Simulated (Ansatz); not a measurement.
Molecule: CAuO, net charge 1, singlet state. SMILES: [O+]#[C-]->[Au+]
Coordinates optimised at B3LYP-D3(BJ)/def2-TZVP (Ansatz, an electronic-structure program):
```xyz
3

Au     0.0000     0.0000    -0.3897
O      0.0000     0.0000     2.6769
C      0.0000     0.0000     1.5619
```
Charge +1, spin multiplicity 1.

Quantity: vertical ionisation energy (to the doublet state of charge +2; each state is the SCF solution reached for its spin), in eV. Valence correlation only, unless marked. UHF or UKS for open shells. No spin-orbit coupling. Frozen are the shells of the preceding noble gas and the d and f shells that filled before the atom's block. Past Kr the def2 sets carry scalar-relativistic core potentials. 

| level | program | vertical ionisation energy (eV) |
|---|---|---|
| SVWN5/def2-TZVPD | Ansatz | 18.70 |
| BHLYP/def2-TZVPD | Ansatz | 18.20 |
| CAM-B3LYP/def2-TZVPD | Ansatz | 18.38 |
| wB97M-V/def2-TZVPD | Ansatz | 18.23 |
| CCSD/def2-TZVPPD | Ansatz | 18.19 |
| CCSD(T)/def2-SVPD | Ansatz | 18.15 |
